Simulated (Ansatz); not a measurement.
Basis-set extrapolation for C$_{3}$H$_{7}$AlO$_{2}$ (PBE0-D4/def2-TZVP geometry, frozen core, the Gaussian-basis code of Ansatz). Multiplicity 1, RHF reference.

```
                      def2-TZVPP   def2-QZVPP
                 HF  -509.457778  -509.477339
    MP2 correlation    -1.050094    -1.125961
CCSD(T) correlation    -1.132870      not run
```

Energies in hartree. Use E(X) = E(∞) + A·exp(−7.88·√X) for Hartree–Fock and E(X) = E(∞) + B·X^(−2.97) for correlation, with X = 3 and 4, and add CCSD(T) minus MP2 of the smaller set to the MP2 limit.

**Question.** What is the CCSD(T) energy at the basis-set limit?

**Answer.** HF limit: -509.477339 + (-0.019561) × 0.13774 = -509.48003. MP2 limit: -1.125961 + (-0.075867) × 0.74074 = -1.18216. Higher-order term: -1.132870 − (-1.050094) = -0.08278. Total: -510.74497 hartree, 4.20 eV below CCSD(T)/def2-TZVPP.
